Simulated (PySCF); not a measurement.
C6H5Cl, SMILES Clc1ccccc1. Atoms are numbered in the order given.

```xyz
12

Cl     0.0000     0.0000     2.2466
C      0.0000     0.0000     0.5131
C      0.0000    -1.2138    -0.1730
C      0.0000    -1.2057    -1.5663
C      0.0000     0.0000    -2.2664
C      0.0000     1.2057    -1.5663
C      0.0000     1.2138    -0.1730
H      0.0000    -2.1505     0.3866
H      0.0000    -2.1548    -2.1075
H      0.0000     0.0000    -3.3585
H      0.0000     2.1548    -2.1075
H      0.0000     2.1505     0.3866
```

Geometry optimised at PBE0-D3(BJ)/def2-SVP.

These are PySCF with B3LYP/pcSseg-1 values and carry that method's errors.

GIAO shieldings, no solvent; atoms alike by connectivity are averaged. δ = σ(ref) − σ: ³⁵Cl against HCl (σ = 933.3 ppm); ¹³C against TMS (σ = 181.3 ppm); ¹H against TMS (σ = 31.68 ppm), references at their B3LYP-D3(BJ)/def2-TZVP geometries, non-relativistic (without spin–orbit terms, shifts of atoms bonded to Cl or Br come out too high).

| nucleus | atoms | count | δ (ppm) |
|---|---|---|---|
| ³⁵Cl | Cl1 | 1 | 244.5 |
| ¹³C | C2 | 1 | 150.2 |
| ¹³C | C3, C7 | 2 | 137.4 |
| ¹³C | C4, C6 | 2 | 137.4 |
| ¹³C | C5 | 1 | 133.8 |
| ¹H | H8, H12 | 2 | 7.60 |
| ¹H | H9, H11 | 2 | 7.55 |
| ¹H | H10 | 1 | 7.45 |
